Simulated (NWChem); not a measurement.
Si₂H₂Cl₂F₂; SMILES [SiH](Cl)(Cl)[SiH](F)F

```xyz
8

Si     0.0030    -1.5561     0.3653
F      1.3165    -2.3505    -0.1903
F     -1.3150    -2.3497    -0.1806
Si     0.0011     0.6149    -0.5239
Cl    -1.7027     1.5567     0.2049
Cl     1.7076     1.5560     0.1994
H      0.0086    -1.5994     1.8607
H     -0.0013     0.7114    -2.0185
```
Atoms are numbered in this order, from 1.

Computed with NWChem. Coordinates come from a PBE-D3(BJ)/def2-SVP optimisation. Vzz is the largest principal value of the second derivative of the potential at the nucleus (NWChem prints the opposite sign); η is the asymmetry. Non-relativistic.

For level PBE/def2-TZVP:

```
Quantity        Value
--------------  -----
Vzz Cl6 (a.u.)  2.194
```

Task: What are these values for level PBE/cc-pVTZ?

Result: 
| Item | Value |
|---|---|
| Vzz Cl6 (a.u.) | 2.059 |
